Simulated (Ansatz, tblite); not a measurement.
Forces on cyclo-(Me2SiS)3 (C6H18S3Si3) at its PBE-D4/def2-SVP geometry. Total charge 0; singlet.

The xTB rows come from tblite. Single mean-field runs in def2-TZVP are fitted with def2-universal-jkfit.

GFN2-xTB (tblite), largest force 0.79 eV/Å:

```xyz
30
positions Å, forces eV/Å
Si    0.899    0.537    1.760    0.195   -0.307    0.039
C    -0.046    2.159    1.889   -0.315    0.654    0.006
C     1.828    0.146    3.348    0.398   -0.126    0.649
S     2.412    0.689    0.204   -0.244   -0.070   -0.021
Si    1.307    0.093   -1.574    0.008    0.364   -0.021
C     1.385   -1.776   -1.775    0.079   -0.720   -0.026
C     2.126    0.982   -3.014    0.369    0.344   -0.584
S    -0.743    0.833   -1.545    0.087   -0.154    0.085
Si   -1.747   -0.498   -0.148    0.194    0.054    0.016
C    -3.206    0.484    0.524   -0.611    0.399    0.312
C    -2.347   -2.070   -0.993   -0.254   -0.645   -0.384
S    -0.426   -1.166    1.447    0.005    0.180   -0.078
H     0.664    2.972    2.148   -0.579   -0.460   -0.160
H    -0.826    2.100    2.676    0.480    0.156   -0.558
H    -0.519    2.409    0.919    0.194   -0.012    0.635
H     1.128    0.110    4.207    0.561   -0.020   -0.550
H     2.346   -0.830    3.270   -0.317    0.642    0.167
H     2.589    0.929    3.544   -0.509   -0.597   -0.079
H     0.972   -2.279   -0.879    0.255    0.140   -0.598
H     0.821   -2.100   -2.674    0.399    0.095    0.631
H     2.445   -2.084   -1.887   -0.751    0.081    0.050
H     2.031    2.080   -2.904    0.099   -0.706   -0.182
H     3.205    0.728   -3.052   -0.752    0.234   -0.031
H     1.658    0.679   -3.973    0.371    0.290    0.629
H    -2.867    1.385    1.071   -0.351   -0.505   -0.312
H    -3.797   -0.147    1.218    0.337    0.503   -0.445
H    -3.865    0.807   -0.309    0.423   -0.178    0.636
H    -2.864   -2.725   -0.261    0.364    0.400   -0.569
H    -1.505   -2.636   -1.435   -0.608    0.233    0.227
H    -3.061   -1.813   -1.802    0.473   -0.270    0.517
```

PBE-D4/def2-TZVP (Ansatz), largest force 0.31 eV/Å:

```
Si -0.036 -0.066 -0.098
C -0.060 0.116 -0.012
C 0.091 -0.042 0.134
S -0.228 -0.065 -0.020
Si -0.080 0.032 0.089
C 0.009 -0.131 0.008
C 0.075 0.090 -0.120
S 0.096 -0.213 0.101
Si 0.120 0.033 0.009
C -0.110 0.088 0.061
C -0.038 -0.129 -0.072
S -0.015 0.236 -0.094
H -0.187 -0.206 -0.060
H 0.206 0.021 -0.204
H 0.124 -0.053 0.281
H 0.187 0.010 -0.223
H -0.140 0.263 0.028
H -0.196 -0.206 -0.045
H 0.119 0.123 -0.261
H 0.153 0.081 0.234
H -0.274 0.074 0.022
H 0.026 -0.296 -0.036
H -0.279 0.069 0.004
H 0.126 0.081 0.250
H -0.094 -0.242 -0.146
H 0.152 0.167 -0.181
H 0.165 -0.083 0.217
H 0.130 0.166 -0.192
H -0.229 0.151 0.117
H 0.186 -0.070 0.211
```

PBE0-D4/def2-TZVP (Ansatz), largest force 0.57 eV/Å:

```
Si -0.003 -0.070 -0.064
C -0.070 0.124 -0.027
C 0.100 -0.041 0.149
S -0.540 -0.154 -0.046
Si -0.049 0.054 0.060
C 0.002 -0.143 0.021
C 0.085 0.095 -0.133
S 0.220 -0.453 0.269
Si 0.092 0.025 0.007
C -0.121 0.094 0.075
C -0.041 -0.139 -0.088
S -0.010 0.512 -0.251
H -0.336 -0.385 -0.115
H 0.375 0.029 -0.372
H 0.225 -0.105 0.491
H 0.333 0.017 -0.409
H -0.253 0.470 0.038
H -0.360 -0.370 -0.090
H 0.209 0.229 -0.456
H 0.273 0.156 0.425
H -0.501 0.146 0.046
H 0.042 -0.531 -0.054
H -0.509 0.120 0.014
H 0.223 0.144 0.457
H -0.161 -0.434 -0.264
H 0.281 0.300 -0.329
H 0.312 -0.156 0.391
H 0.244 0.312 -0.344
H -0.404 0.275 0.213
H 0.339 -0.121 0.384
```
